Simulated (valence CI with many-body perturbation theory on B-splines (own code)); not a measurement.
**Energy levels of Au XLVIII**

Level of theory: configuration interaction combined with many-body perturbation theory (CI+MBPT): four valence electrons over a frozen Dirac-Fock core [Ar] 3d10, a basis of 11 s, 11 p, 10 d, 8 f, 5 g, 2 h functions for each j, with the one-electron correlation potential Σ1 (screened to all orders), the two-electron term Σ2, the three-electron term Σ3, Breit, model QED; selected single and double excitations, second order for the rest, scaled by the run's own slope (own B-spline code, finite nucleus).

No measured spectrum was set against this ion. As an estimate, large intervals hold to a few tenths of a per cent, small ones and those within an open d or f shell to about a per cent. Among the levels kept, up to 400 cm⁻¹ of a level comes from second order outside the variational space, and about a tenth of that is noise between levels of different J, which matters for small intervals.

Levels 46 to 90 of 185, with energies above the lowest level, (4s^2 4p1/2^2) J=0. "Leading %" is the weight of the configuration and term that name the level; weights of strongly mixed levels are sums over their largest components and can fall short. In the jj column 3d3/2^4 stands for four electrons in 3d with j = 3/2. Lifetimes count E1, E2, E3, M1 and M2 decay at the calculated energies, and are blank where another channel may lead or the interval is too uncertain; long ones can be off by a factor of two.

```
No.  Configuration  Term  J  E (eV)  Leading %  Lifetime                   Leading jj
 46        4s4p²4d    ³D  2  560.58         28    488 fs  4s 4p1/2 4p3/2 4d3/2 (90 %)
 47        4s4p²4d    ⁵D  4  562.64         49    186 ps  4s 4p1/2 4p3/2 4d5/2 (99 %)
 48        4s4p²4d    ³D  1  562.83         36    707 fs  4s 4p1/2 4p3/2 4d3/2 (92 %)
 49        4s4p²4d    ³G  3  566.10         45    688 fs  4s 4p1/2 4p3/2 4d3/2 (87 %)
 50        4s4p²4d    ³G  5  573.61         57   56.4 ps  4s 4p1/2 4p3/2 4d5/2 (98 %)
 51        4s4p²4d    ³D  1  574.21         54    443 fs  4s 4p1/2 4p3/2 4d3/2 (75 %)
 52        4s4p²4d    ³P  2  574.63         38   2.26 ps  4s 4p1/2 4p3/2 4d5/2 (94 %)
 53        4s4p²4d    ³P  0  579.70         77    405 fs  4s 4p1/2 4p3/2 4d3/2 (83 %)
 54        4s4p²4d    ³F  3  581.26         39   1.93 ps  4s 4p1/2 4p3/2 4d5/2 (91 %)
 55        4s4p²4d    ³F  2  582.01         35    337 fs  4s 4p1/2 4p3/2 4d3/2 (80 %)
 56        4s4p²4d    ³P  1  585.68         46   1.01 ps  4s 4p1/2 4p3/2 4d5/2 (65 %)
 57        4s4p²4d    ³D  3  586.73         56   1.21 ps  4s 4p1/2 4p3/2 4d5/2 (88 %)
 58        4s4p²4d    ¹D  2  588.14         38   1.44 ps  4s 4p1/2 4p3/2 4d5/2 (80 %)
 59        4s4p²4d    ¹G  4  588.69         47   2.80 ps  4s 4p1/2 4p3/2 4d5/2 (89 %)
 60        4s4p²4d    ³D  3  595.19         39    761 fs  4s 4p1/2 4p3/2 4d5/2 (92 %)
 61        4s4p²4d    ³F  4  596.08         47   1.02 ps  4s 4p1/2 4p3/2 4d5/2 (89 %)
 62        4s4p²4d    ³D  1  596.40         45   1.41 ps  4s 4p1/2 4p3/2 4d5/2 (94 %)
 63        4s4p²4d    ³P  1  602.99         32   1.06 ps  4s 4p1/2 4p3/2 4d5/2 (95 %)
 64        4s4p²4d    ³P  0  604.12         45    981 fs  4s 4p1/2 4p3/2 4d5/2 (86 %)
 65        4s4p²4d    ³D  2  604.21         45    877 fs  4s 4p1/2 4p3/2 4d5/2 (93 %)
 66        4s4p²4d    ¹F  3  605.98         40    704 fs  4s 4p1/2 4p3/2 4d5/2 (90 %)
 67        4s4p²4d    ³P  2  608.57         39    565 fs  4s 4p1/2 4p3/2 4d5/2 (90 %)
 68         4s²4d²    ³F  2  632.70         65    258 fs          4s^2 4d3/2^2 (88 %)
 69        4s4p²4f   ³F°  3  639.66         26   4.26 ps      4s 4p1/2^2 4f5/2 (90 %)
 70        4s4p²4f   ³F°  2  639.99         40   2.32 ps      4s 4p1/2^2 4f5/2 (96 %)
 71         4s²4d²    ³P  0  641.48         65    261 fs          4s^2 4d3/2^2 (87 %)
 72            4p⁴    ¹D  2  647.45         58    553 fs         4p1/2 4p3/2^3 (82 %)
 73            4p⁴    ³P  1  647.53         86    423 fs         4p1/2 4p3/2^3 (86 %)
 74        4s4p²4f   ³F°  4  649.47         35   4.50 ps      4s 4p1/2^2 4f7/2 (96 %)
 75        4s4p²4f   ³G°  3  651.60         24   3.59 ps      4s 4p1/2^2 4f7/2 (90 %)
 76         4s²4d²    ³F  3  654.88         73    546 fs      4s^2 4d3/2 4d5/2 (73 %)
 77         4s²4d²    ¹G  4  656.66         51    659 fs      4s^2 4d3/2 4d5/2 (65 %)
 78         4s²4d²    ³P  2  659.21         35    483 fs      4s^2 4d3/2 4d5/2 (77 %)
 79         4s²4d²    ³P  1  661.45         83    456 fs      4s^2 4d3/2 4d5/2 (83 %)
 80        4s²4p4f    ³F  3  664.45         30   1.38 ps      4s^2 4p3/2 4f5/2 (70 %)
 81        4s²4p4f    ³F  4  668.00         54   3.43 ps      4s^2 4p3/2 4f7/2 (59 %)
 82          4p³4d   ³F°  2  668.17         31   2.12 ps   4p1/2^2 4p3/2 4d3/2 (91 %)
 83        4s²4p4f    ³D  2  668.29         40   2.13 ps      4s^2 4p3/2 4f5/2 (80 %)
 84        4s²4p4f    ³D  1  670.53         90   3.39 ps      4s^2 4p3/2 4f5/2 (90 %)
 85          4p³4d   ³P°  0  671.87         58   1.87 ps   4p1/2^2 4p3/2 4d3/2 (93 %)
 86          4p³4d   ³D°  1  674.50         31   1.45 ps   4p1/2^2 4p3/2 4d3/2 (94 %)
 87         4s²4d²    ³F  4  674.58         49   1.71 ps          4s^2 4d5/2^2 (42 %)
 88        4s²4p4f    ³D  3  674.85         41   3.48 ps      4s^2 4p3/2 4f7/2 (89 %)
 89        4s²4p4f    ³G  5  675.44         92   3.99 ps      4s^2 4p3/2 4f7/2 (92 %)
 90          4p³4d   ³F°  3  677.91         24   1.12 ps   4p1/2^2 4p3/2 4d3/2 (78 %)
```
